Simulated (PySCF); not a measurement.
C8H10F2.
Atom-mapped SMILES: `[CH2:1]=[CH:2][C@@H:3]1[C@@:4]2([F:5])[CH2:6][CH2:7][C@:8]1([F:9])[CH2:10]2`

Probes without a nucleus sit at each ring's centroid and 1 Å off its mean plane on both sides; NICS is minus the shielding there, NICSzz its component along the normal. Level: GIAO PBE0/pcSseg-1 (PySCF, non-relativistic, gas phase) on the GFN2-xTB geometry, one conformer.

Ring bond lengths (Å), with Mayer bond orders in brackets: C3–C4 1.549 (0.87), C4–C6 1.531 (1.03), C6–C7 1.545 (0.99), C7–C8 1.531 (1.02), C8–C3 1.553 (0.86); C3–C4 1.549 (0.87), C4–C10 1.535 (0.93), C10–C8 1.534 (0.93), C8–C3 1.553 (0.86).

**Question.** Give the NICS values of each ring in ppm.

**Answer.** 
```tsv
ring	type	NICS(0)	NICS(1), two faces	NICS(1)zz, two faces	rms pucker (Å)	centre to ring atoms, mean (Å)
C3–C4–C6–C7–C8	5-membered carbocycle; formal bonds all single	-12.3	-3.6 / -21.6	-2.6 / -18.9	0.34	1.23
C3–C4–C10–C8	4-membered carbocycle; formal bonds all single	-14.1	-15.5 / -2.8	-26.3 / -1.1	0.24	1.06
```

**Question.** What can be read from them?

**Answer.** 
- C3–C4–C6–C7–C8: mean NICS(1)zz -10.8 ppm, shielded. C3, C4, C6, C7, C8 have four or more neighbours; no verdict on aromaticity is drawn. The two faces differ by 16.3 ppm, so no symmetry operation interchanges them.
- C3–C4–C10–C8: mean NICS(1)zz -13.7 ppm, shielded. C3, C4, C8, C10 have four or more neighbours, so the value isn't read as a sign of a π ring current. The two faces differ by 25.2 ppm, so no symmetry operation interchanges them.

**Question.** What is the mean of the two in-plane components of NICS at the second NICS(1) probe listed for ring C3–C4–C10–C8, 1 Å off the ring?

**Answer.** The isotropic value is a third of the trace: (3 × -2.8 − (-1.1))/2 = -3.6 ppm.

**Question.** Give the inner angles of the rings and the Hirshfeld charges of the ring atoms.

**Answer.** 
- C3–C4–C6–C7–C8: C3 79.3° (-0.048 e), C4 102.4° (+0.104 e), C6 98.2° (-0.075 e), C7 98.1° (-0.075 e), C8 102.4° (+0.104 e); sum 480.4° against 540° for a flat convex ring.
- C3–C4–C10–C8: C3 79.3° (-0.048 e), C4 89.0° (+0.104 e), C10 80.3° (-0.095 e), C8 88.9° (+0.104 e); sum 337.6° against 360° for a flat convex ring.

**Question.** How shielded are the nuclei of the rings and their hydrogens (means over atoms taken as equivalent)?

**Answer.** 
```
       atoms                environment  σ isotropic (ppm)  principal values of the symmetric part, first atom (ppm)
          C3             allylic carbon              118.4                                       115.0, 117.1, 123.0
     C4 (×2)             sp3 C–F carbon               94.0                                         56.9, 71.0, 154.0
     C6 (×2)            ring CH2 carbon              150.8                                       139.5, 144.8, 168.6
         C10  four-membered-ring carbon              140.7                                       125.6, 143.1, 153.4
     H on C3           methine hydrogen              29.00                                          24.7, 28.9, 33.4
H on C6 (×2)         methylene hydrogen              29.76                                          26.3, 27.0, 35.9
H on C6 (×2)         methylene hydrogen              29.73                                          26.2, 27.0, 36.0
    H on C10         methylene hydrogen              29.03                                          24.8, 29.4, 32.8
    H on C10         methylene hydrogen              29.76                                          26.0, 27.8, 35.5
```
